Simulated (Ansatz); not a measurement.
Computed with Ansatz on PBE0-D4/def2-TZVP structures; ΔE is electronic, products minus reactants. CCSD(T)/CBS is the MP2 limit (def2-TZVPP, def2-QZVPP) plus CCSD(T) − MP2 in def2-TZVPP, frozen cores. This one scheme is used for every species. Functionals use def2-TZVPP. Each species was taken in one conformer, which may not be the lowest.

`OC(O)[SiH3]` + `O=C=C[SiH3]` → `O=C=C([SiH3])[SiH3]` + `OCO`  (formal exchange of groups at the Si–C bond)

`OC(O)[SiH3]`:

Z-matrix (Å, degrees):
```
C
O 1 1.409
Si 1 1.910 2 112.0
O 1 1.404 2 112.1 3 -120.7
H 1 1.098 2 104.0 3 119.4
H 2 0.963 1 108.1 3 57.2
H 3 1.489 1 107.3 2 -54.7
H 3 1.484 1 111.7 2 -175.5
H 3 1.485 1 108.7 2 63.3
H 4 0.964 1 108.2 2 -60.5
```

`O=C=C[SiH3]`:

Cartesian coordinates in Å:
```
O 0.324 -0.251 -2.703
C 0.516 0.045 -1.603
C 0.698 0.361 -0.348
Si -0.528 -0.163 0.931
H 1.586 0.933 -0.105
H 0.118 -1.024 1.957
H -1.107 1.020 1.620
H -1.607 -0.922 0.251
```

`O=C=C([SiH3])[SiH3]`:

```xyz
11

O    -1.586   -1.742    1.679
C    -0.952   -1.046    1.008
C    -0.237   -0.261    0.251
Si   -0.607    1.555    0.267
Si    1.100   -1.013   -0.789
H     0.596    2.312    0.700
H    -0.972    2.009   -1.100
H    -1.729    1.819    1.201
H     2.414   -0.422   -0.428
H     1.130   -2.480   -0.563
H     0.843   -0.731   -2.225
```

`OCO`:

```xyz
7

O    -0.823   -0.579   -0.687
C     0.162   -0.278    0.255
O     0.538    1.067    0.238
H    -1.606   -0.062   -0.473
H     1.000   -0.941    0.018
H    -0.177   -0.469    1.278
H     0.906    1.261   -0.629
```

```json
{"level": "r2SCAN-D4", "ΔE (kcal/mol)": "-15.6", "difference from CCSD(T)/CBS": "0.8"}
{"level": "ωB97X-V", "ΔE (kcal/mol)": "-15.3", "difference from CCSD(T)/CBS": "1.1"}
{"level": "ωB97M-V", "ΔE (kcal/mol)": "-15.2", "difference from CCSD(T)/CBS": "1.2"}
{"level": "B2PLYP", "ΔE (kcal/mol)": "-15.9", "difference from CCSD(T)/CBS": "0.5"}
{"level": "PBE", "ΔE (kcal/mol)": "-14.1", "difference from CCSD(T)/CBS": "2.3"}
{"level": "HF/def2-TZVPP", "ΔE (kcal/mol)": "-17.4", "difference from CCSD(T)/CBS": "-1.0"}
{"level": "SCS-MP2/def2-TZVPP", "ΔE (kcal/mol)": "-17.6", "difference from CCSD(T)/CBS": "-1.2"}
{"level": "HF/def2-QZVPP", "ΔE (kcal/mol)": "-17.5", "difference from CCSD(T)/CBS": "-1.1"}
{"level": "HF/CBS(def2)", "ΔE (kcal/mol)": "-17.5", "difference from CCSD(T)/CBS": "-1.1"}
{"level": "MP2/CBS(def2)", "ΔE (kcal/mol)": "-18.1", "difference from CCSD(T)/CBS": "-1.7"}
{"level": "CCSD(T)/CBS", "ΔE (kcal/mol)": "-16.4", "difference from CCSD(T)/CBS": "0"}
```

Largest T1 diagnostic among the species: 0.016.

The D4 term adds −0.9 kcal/mol with B3LYP and −0.5 kcal/mol with PBE0; it sums over pairs of atoms, weighted by their polarisabilities, and B3LYP, whose exchange is more repulsive, gets the larger term. From PBE to PBE0 (25 % exact exchange), in def2-TZVPP and without D4, ΔE moves by −1.4 kcal/mol.

B3LYP here is the variant with VWN-RPA as its local correlation; programs differ in this.
